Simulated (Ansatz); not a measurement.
Geometry optimisation, Ansatz 0.2.0, RKS B3LYP-D4/def2-TZVP.

Input:

```yaml
crystal:
  periodic: [false, false, false]
  atoms:
    - { symbol: Ga, position_ang: [0.0, 0.0, 0.0] }
    - { symbol: H, position_ang: [0.9098, 0.0, 1.5183] }
    - { symbol: Cl, position_ang: [2.4075, 0.0, 0.3969] }
    - { symbol: Cl, position_ang: [-1.9398, 0.0, -1.12] }
basis:
  gaussian: { orbitals: def2-TZVP }
hamiltonian:
  xc: b3lyp
  dispersion: d4
relax:
  f_tol: 0.15
  max_steps: 25
  restrain:
    - { distance: [1, 2], at: 2.57, k: 30.0 }
    - { distance: [0, 1], at: 1.57, k: 30.0 }
    - { distance: [0, 2], at: 2.24, k: 30.0 }
```

Launched with:

```bash
$ ansatz run input.yaml --threads 4 --pin off --max-ram 5120MiB --backend cpu --events-out ev --progress --plain --runs-dir out
```

Question: Where does it end, and by what steps?

Answer: The forces met the threshold. The restraints hold the end off the free minimum. After 5 steps the energy has fallen by 2.271 eV (the restraints' own energy left out); Cl3 moved furthest, 0.56 Å.

```csv
step,energy less start (eV),largest force component (eV/Å),accepted
0,0.0000,1.793,yes
1,-0.6394,1.886,yes
2,-1.4098,1.971,yes
3,-2.1071,1.133,yes
4,-2.2682,1.326,yes
5,-2.2705,1.258,yes
```

```xyz
4
Properties=species:S:1:pos:R:3
Ga 0.107 0.000 0.280
H 0.487 0.000 1.778
Cl 2.268 0.000 -0.146
Cl -1.485 0.000 -1.117
```

The run took 9.6 s on 4 threads of Intel(R) Xeon(R) Platinum 8259CL CPU @ 2.50GHz (Skylake/Cascade Lake) (shared host), peak memory 0.32 GiB.
